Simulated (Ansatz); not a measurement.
Molecule: C6H12, charge 0, multiplicity 1. SMILES: C/C=C\C(C)C
Coordinates optimised at B3LYP-D3(BJ)/def2-TZVP (Ansatz, a first-principles code):
```xyz
18

C      2.3737    -0.4356    -0.5149
C      1.5477    -0.3089     0.7280
C      0.2426    -0.0641     0.8170
C     -0.7411     0.1485    -0.2981
C     -1.3656     1.5462    -0.2009
C     -1.8263    -0.9352    -0.2676
H      1.7918    -0.3031    -1.4255
H      3.1797     0.3042    -0.5203
H      2.8526    -1.4181    -0.5620
H      2.0963    -0.4353     1.6574
H     -0.1916    -0.0061     1.8133
H     -0.2226     0.0781    -1.2569
H     -2.0872     1.7076    -1.0048
H     -1.8912     1.6687     0.7499
H     -0.6023     2.3231    -0.2632
H     -2.5503    -0.7848    -1.0716
H     -1.3919    -1.9298    -0.3780
H     -2.3698    -0.9105     0.6807
```

Quantity: vertical triplet-singlet gap (E(triplet) - E(singlet); each state is the SCF solution reached for its spin), in eV. Correlated levels leave the core frozen unless marked. Open shells are spin-unrestricted. Spin-orbit coupling is left out. No relativistic terms. 

```
level                 program  vertical triplet-singlet gap (eV)
--------------------  -------  ---------------------------------
HF/aug-cc-pVDZ         Ansatz                               3.61
SVWN5/def2-TZVPD       Ansatz                               4.72
PBE0/def2-TZVPD        Ansatz                               4.33
CAM-B3LYP/def2-TZVPD   Ansatz                               4.44
wB97M-V/def2-TZVPD     Ansatz                               4.63
MP2/aug-cc-pVDZ        Ansatz                               4.86
MP2/aug-cc-pVTZ        Ansatz                               4.86
RI-MP2/aug-cc-pVTZ     Ansatz                               4.86
CCSD/aug-cc-pVDZ       Ansatz                               4.56
```
